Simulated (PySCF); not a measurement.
MoO2FBr, SMILES [Br][Mo]([F])(=[O])=[O], multiplicity 1.

The structure is a stationary point at B3LYP-D3(BJ)/def2-SVP. The multiplicity is an assumed one; no other spin state was optimised. The structure was generated by enumeration; whether it is a known compound was not checked. The def2 effective core potentials stand for the cores of Mo; spin–orbit coupling is left out.

These are PBE/def2-TZVP (PySCF) values and carry that method's errors.

Symmetry labels are those of the subgroup Cs that the program uses (full group Cs).

Computed valence orbital energies around the gap with their symmetry:
```json
[
 {"orbital": "HOMO−7", "symmetry": "A\"", "energy (eV)": "-11.13"},
 {"orbital": "HOMO−6", "symmetry": "A'", "energy (eV)": "-10.15"},
 {"orbital": "HOMO−5", "symmetry": "A\"", "energy (eV)": "-9.95"},
 {"orbital": "HOMO−4", "symmetry": "A'", "energy (eV)": "-9.67"},
 {"orbital": "HOMO−3", "symmetry": "A'", "energy (eV)": "-9.31"},
 {"orbital": "HOMO−2", "symmetry": "A\"", "energy (eV)": "-8.45"},
 {"orbital": "HOMO−1", "symmetry": "A'", "energy (eV)": "-8.31"},
 {"orbital": "HOMO", "symmetry": "A\"", "energy (eV)": "-8.11"},
 {"orbital": "LUMO", "symmetry": "A'", "energy (eV)": "-4.35"},
 {"orbital": "LUMO+1", "symmetry": "A\"", "energy (eV)": "-3.89"},
 {"orbital": "LUMO+2", "symmetry": "A'", "energy (eV)": "-3.35"},
 {"orbital": "LUMO+3", "symmetry": "A'", "energy (eV)": "-2.02"}
]
```
